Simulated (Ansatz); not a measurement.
`C[O][Au-][NH3+]` → `[CH2]` (triplet) + `[NH3+][Au-][OH]`  (formal loss of a carbene)

Gas-phase electronic energies from Ansatz, PBE0-D4/def2-TZVP geometries. CCSD(T)/CBS adds triple-zeta CCSD(T) − MP2 to the extrapolated MP2 energy (def2 sets, frozen cores). This one scheme is used for every species. Functionals use def2-TZVPP. Triplets are unrestricted, without spin–orbit coupling. Elements past krypton have def2 core potentials. For Au outer-core shells are correlated without core-valence functions, which leaves a few kJ/mol of doubt a bond. Each species was taken in one conformer, which may not be the lowest.

`C[O][Au-][NH3+]`:

Cartesian coordinates in Å:
```
C -0.543 -2.222 -0.513
O -1.171 -0.988 -0.674
Au -0.237 0.604 -0.045
N 0.654 2.366 0.584
H 0.415 -2.301 -1.051
H -0.350 -2.483 0.539
H -1.206 -2.997 -0.921
H 0.197 2.735 1.411
H 1.632 2.212 0.810
H 0.610 3.074 -0.142
```

`[CH2]` (triplet):

```xyz
3

C     0.199    0.090    0.169
H     0.546   -0.676   -0.507
H    -0.744    0.586    0.338
```

`[NH3+][Au-][OH]`:

```xyz
7

N    -0.169    0.976   -0.903
Au   -0.055   -0.550    0.493
O    -0.058   -1.991    1.803
H     0.541    1.680   -0.731
H    -1.075    1.432   -0.864
H    -0.037    0.624   -1.846
H     0.853   -2.172    2.047
```

CCSD(T)/CBS gives +371.7 kJ/mol.

(1) Another level gave +352.7 kJ/mol. Which?
A. CCSD(T)/def2-TZVPP
B. MP2/def2-TZVPP
C. BHLYP-D4/def2-TZVPP
D. r2SCANh-D4/def2-TZVPP

Largest T1 diagnostic among the species: 0.015.

Results:

(1) D. r2SCANh-D4 352.7, MP2/def2-TZVPP 372.7, BHLYP-D4 360.8, CCSD(T)/def2-TZVPP 365.6 kJ/mol.

From PBE to PBE0 (25 % exact exchange), in def2-TZVPP and without D4, ΔE moves by −9.7 kJ/mol. Leaving LDA and LC-ωPBE aside and taking each functional with its dispersion term where it has one, the values, not all of them listed here, spread over 38.6 kJ/mol, from r2SCAN0-D4 to ωB97X-V. LDA lies +69.8 kJ/mol from PBE without D4. In def2-TZVPP, CCSD(T) changes the Hartree–Fock value by +127.9 kJ/mol (the triples alone add +11.1 kJ/mol) and MP2 by +134.9 kJ/mol.

CCSD(T)/CBS has its own doubt, a few kJ/mol and more with outer-core shells, so smaller differences from it don't rank the levels.
